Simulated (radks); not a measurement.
Q: The table gives one normalised radial function P(r) = r R(r) of Bi10+ in [Xe] 4f14 5d5 (r in bohr). Method: scalar-relativistic Kohn-Sham, LB94 model potential, spin-polarised, spherical densities, finite nucleus; open shells are filled with parallel spins first (spin-orbit coupling, left out, can overturn this in heavy ions); Fermi nuclear charge, rms radius 5.5211 fm; computed with a radial shooting solver on a logarithmic mesh with Libxc functionals.

| r | P |
|---|---|
| 0.002521 | 0.0991 |
| 0.002911 | 0.1066 |
| 0.003362 | 0.1138 |
| 0.003883 | 0.1205 |
| 0.004485 | 0.1262 |
| 0.005179 | 0.1304 |
| 0.005934 | 0.1325 |
| 0.006853 | 0.1322 |
| 0.007914 | 0.1284 |
| 0.00914 | 0.1203 |
| 0.01056 | 0.1071 |
| 0.01219 | 0.0881 |
| 0.01408 | 0.0626 |
| 0.01613 | 0.0326 |
| 0.01863 | -0.0050 |
| 0.02151 | -0.0475 |
| 0.02484 | -0.0924 |
| 0.02869 | -0.1359 |
| 0.03314 | -0.1730 |
| 0.03796 | -0.1965 |
| 0.04384 | -0.2027 |
| 0.05063 | -0.1838 |
| 0.05848 | -0.1357 |
| 0.06753 | -0.0590 |
| 0.07799 | 0.0393 |
| 0.08936 | 0.1389 |
| 0.1032 | 0.2307 |
| 0.1192 | 0.2835 |
| 0.1376 | 0.2743 |
| 0.159 | 0.1908 |
| 0.1836 | 0.0406 |
| 0.2103 | -0.1341 |
| 0.2429 | -0.3038 |
| 0.2805 | -0.3996 |
| 0.324 | -0.3750 |
| 0.3741 | -0.2175 |
| 0.4321 | 0.0401 |
| 0.499 | 0.3234 |
| 0.5717 | 0.5282 |
| 0.6603 | 0.5973 |
| 0.7625 | 0.4730 |
| 0.8806 | 0.1721 |
| 1.017 | -0.2314 |
| 1.175 | -0.6272 |
| 1.346 | -0.8938 |
| 1.554 | -0.9939 |
| 1.795 | -0.9028 |
| 2.073 | -0.6832 |
| 2.394 | -0.4305 |
| 2.765 | -0.2235 |
| 3.167 | -0.0992 |
| 3.658 | -0.0334 |
| 4.224 | -0.0086 |
| 4.879 | -0.0017 |

Which n and l does it have? It may be an empty orbital.

A: n = 6, l = 0: the number of nodes gives n - l - 1 = 5, the rise at small r (about r^(l+1), flatter next to the nucleus through relativity) gives l, and the extent must fit the shell. The curve is that of 6s up; the table hardly tells the two spins apart. 6s up (empty): eigenvalue -150.46 eV, 5 radial nodes at r = 0.0183, 0.0738, 0.190, 0.423, 0.939 bohr, <r> = 1.59 bohr, 90 % of the charge inside 2.20 bohr.
